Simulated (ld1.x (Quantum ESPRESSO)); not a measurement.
# Before and after: TM potential for thallium (Tl)

- Element: Tl
- Generator: ld1.x (Quantum ESPRESSO) 7.5
- Type: norm-conserving Troullier–Martins (Kleinman–Bylander form)
- Functional: LDA (PZ)
- Relativity: fully relativistic
- Frozen core: [Xe] 4f14 5d10
- Valence charge: 3
- Reference configuration: 6s2 6p0 (charge +1)
- Partial waves: 6s (bound): rc 1.80 bohr; 6p (bound, empty): rc 2.35 bohr; 6d channel at 0.35 Ry: rc 2.45 bohr
- Local potential: all-electron potential smoothed inside 1.50 bohr (lloc = -2)
- Core correction: Bessel-smoothed model core inside 1.35 bohr

Open shells are filled in proportion to 2j + 1 (rel_dist='average').

Change: functional PBEsol.

Cutoffs: the cutoffs (Ry, on a coarse ladder) from which the occupation-weighted sum of valence levels, in a spherical-Bessel basis at the reference potential, stays within 10 and 1 mRy of its value at 400 Ry; they do not see the model core or the augmentation charge, which bear on the density cutoff. Errors are all-electron minus pseudo energies relative to the spin-unpolarised reference configuration.

Predict the effect on cutoff, ghosts and configuration errors.

The potential gets neither clearly harder nor softer (25 Ry and 50 Ry → 25 Ry and 50 Ry); both files keep a bound ghost (d, s); of the 7 tests that both files solve, the error grows in 2 and shrinks in 0 by more than 15 % and 0.3 meV (median size 34.5 → 36.9 meV).

```csv
quantity,base,changed
"cutoff, loose",25 Ry,25 Ry
"cutoff, tight",50 Ry,50 Ry
bound ghosts,"d5/2, s","d5/2, s"
"error for 6s2 6p1, meV [ΔE -5.52 → -5.25 eV]",-27,-29
"error for 6s1 6p0, meV [ΔE 21.20 → 20.85 eV]",-221,-234
"error for 6s2 6p0.5, meV [ΔE -3.50 → -3.36 eV]",-10.0,-11
"error for 6s1 6p1, meV [ΔE 8.25 → 8.23 eV]",-44,-46
"error for 6s1 6p2, meV [ΔE 1.84 → 2.07 eV]",-17,-22
"error for 6s0 6p3, meV [ΔE 9.61 → 9.78 eV]",-90,-104
"error for 6s2 6p1.3, meV [ΔE -6.09 → -5.77 eV]",-35,-37
s: phases at 2.65 bohr within 0.05 rad from the reference energy up to (Ry; the scan ends near 5),3.8,3.7
p1/2: phases at 2.65 bohr within 0.05 rad from the reference energy up to (Ry; the scan ends near 5),0.7,0.7
p3/2: phases at 2.65 bohr within 0.05 rad from the reference energy up to (Ry; the scan ends near 5),-0.2,-0.2
d3/2: phases at 2.65 bohr within 0.05 rad from the reference energy up to (Ry; the scan ends near 5),0.6,0.6
d5/2: phases at 2.65 bohr within 0.05 rad from the reference energy up to (Ry; the scan ends near 5),0.6,0.6
```

 A true bound ghost makes a file unfit for plane-wave use even where its test errors are small: the radial tests pick states by their node count and pass the ghost by.
